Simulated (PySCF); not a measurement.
Start geometry of `ClC1=CO[SiH2]OC1` from a GFN2-xTB structure with every atom displaced at random (by about 0.01 Å) (Å):
```
atom  x, y, z in Å
Cl1    2.758    0.975   -0.486
C2     1.176    0.311   -0.193
C3     1.057   -0.963    0.151
O4    -0.056   -1.586    0.391
Si5   -1.526   -0.779    0.364
O6    -1.176    0.805    0.152
C7     0.049    1.269   -0.366
H8     1.958   -1.595    0.273
H9    -2.265   -1.318   -0.733
H10   -2.110   -0.851    1.708
H11   -0.101    1.491   -1.426
H12    0.277    2.214    0.154
```

Problem. What comes out of this run: PySCF, PBE0-D3(BJ)/def2-SVP geometry optimisation, gas phase?

Solution. 
```
atom  x, y, z in Å
Cl1    2.6490    0.8966   -0.7049
C2     1.1846    0.1749   -0.1240
C3     1.1759   -1.1177    0.2401
O4     0.0843   -1.7843    0.6852
Si5   -1.4217   -1.0742    0.4173
O6    -1.1396    0.5566    0.4870
C7     0.0223    1.1290   -0.0637
H8     2.0842   -1.7247    0.1933
H9    -1.9032   -1.4995   -0.9253
H10   -2.3412   -1.4648    1.5074
H11   -0.1790    1.5229   -1.0786
H12    0.3081    1.9948    0.5586
```

The energy falls by 19.1 kJ/mol over 13 energy and gradient evaluations, the largest force component goes from 0.0500 to 2.2e-04 Eh/bohr, and the atoms move by 0.235 Å rms after alignment. The bond that changes most is Si5–H9 (oxygen-bound silicon to Si–H hydrogen), which lengthens by 0.060 Å. Bonds longer at the end by more than 0.005 Å: 8 of 12; shorter: 2. Among the angles that change most is H9–Si5–H10, from 118.6° to 112.9°. Among the dihedrals that turn most is C3–O4–Si5–H10, from -117° to -150°. Rotational constants go from 4573, 1167, 948.6 to 4396, 1171, 952.7 MHz. The orientation of the end geometry is arbitrary; only internal coordinates are fixed.

The run used 131 basis functions and 87 SCF cycles in all. On one thread, Arm Neoverse V1 (aarch64) (shared host), this took 1.7 min and 0.53 GiB of memory at its peak.

No frequency check. The numbers are those of one conformer.
